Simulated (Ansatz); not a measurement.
Isolated molecules relaxed with PBE0-D4/def2-TZVP in Ansatz; ΔE leaves out vibrations. CCSD(T)/CBS is the MP2 limit (def2-TZVPP, def2-QZVPP) plus CCSD(T) − MP2 in def2-TZVPP, frozen cores. This one scheme is used for every species. DFT in def2-TZVPP. B3LYP here is the variant with VWN-RPA as its local correlation; programs differ in this. For Se outer-core shells are correlated without core-valence functions, which leaves a few kJ/mol of doubt a bond. Scalar relativity is left out up to krypton. One conformer a species, not always the lowest.

Reaction (formal exchange of groups at the Se–B bond): `[SiH3]B(Cl)[SeH]` + `[SiH3]CS` → `SC[SiH2][SeH]` + `[SiH3]BCl`

```json
{"level": "PBE-D4", "ΔE (kJ/mol)": "31.2", "difference from CCSD(T)/CBS": "5.6"}
{"level": "r2SCAN-D4", "ΔE (kJ/mol)": "29.4", "difference from CCSD(T)/CBS": "3.8"}
{"level": "B3LYP-D4", "ΔE (kJ/mol)": "25.6", "difference from CCSD(T)/CBS": "0.0"}
{"level": "ωB97X-V", "ΔE (kJ/mol)": "22.5", "difference from CCSD(T)/CBS": "-3.1"}
{"level": "ωB97M-V", "ΔE (kJ/mol)": "22.7", "difference from CCSD(T)/CBS": "-2.9"}
{"level": "B3LYP", "ΔE (kJ/mol)": "24.8", "difference from CCSD(T)/CBS": "-0.8"}
{"level": "HF/def2-TZVPP", "ΔE (kJ/mol)": "11.8", "difference from CCSD(T)/CBS": "-13.8"}
{"level": "MP2/def2-TZVPP", "ΔE (kJ/mol)": "29.9", "difference from CCSD(T)/CBS": "4.3"}
{"level": "SCS-MP2/def2-TZVPP", "ΔE (kJ/mol)": "27.1", "difference from CCSD(T)/CBS": "1.5"}
{"level": "CCSD/CBS(def2)", "ΔE (kJ/mol)": "22.0", "difference from CCSD(T)/CBS": "-3.6"}
{"level": "CCSD(T)/CBS", "ΔE (kJ/mol)": "25.6", "difference from CCSD(T)/CBS": "0"}
```

Largest T1 diagnostic among the species: 0.014.

In def2-TZVPP, CCSD(T) changes the Hartree–Fock value by +16.5 kJ/mol (the triples alone add +3.5 kJ/mol) and MP2 by +18.1 kJ/mol. From PBE to PBE0 (25 % exact exchange), in def2-TZVPP and without D4, ΔE moves by −4.5 kJ/mol.
